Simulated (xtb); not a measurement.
Mg(NH2)(OSiH3) (H5MgNOSi), SMILES [NH2][Mg][O][SiH3]. All values are semi-empirical tight-binding results from xtb (GFN2-xTB unless named), good for trends rather than for accurate numbers. Coordinates come from a GFN2-xTB optimisation. Other conformers were not sampled.

Optimised geometry:

Bond lengths (Å): Mg1–N2 1.899, Mg1–O5 1.761, N2–H3 1.016, N2–H4 1.017, O5–Si6 1.601, Si6–H7 1.474, Si6–H8 1.473, Si6–H9 1.475. Bond angles (°): N2–Mg1–O5 123.7, Mg1–N2–H3 111.4, Mg1–N2–H4 107.0, H3–N2–H4 105.8, Mg1–O5–Si6 172.2, O5–Si6–H7 109.0, O5–Si6–H8 107.4, O5–Si6–H9 109.1, H7–Si6–H8 110.5, H7–Si6–H9 110.1, H8–Si6–H9 110.7.
Charge 0, spin multiplicity 1.

A frequency run showed that this geometry is not a minimum.

For metal compounds this method's bond lengths and energies can be far off.

The orbital gap is 1.95 eV.

Computed atomic charges and the Wiberg bond orders between heavy atoms:
charges (e) Mg1 0.43, N2 -0.42, H3 0.17, H4 0.17, O5 -0.51, Si6 0.49, H7 -0.11, H8 -0.11, H9 -0.11. Bond orders Mg1–N2 1.09, Mg1–O5 0.86, O5–Si6 1.23.
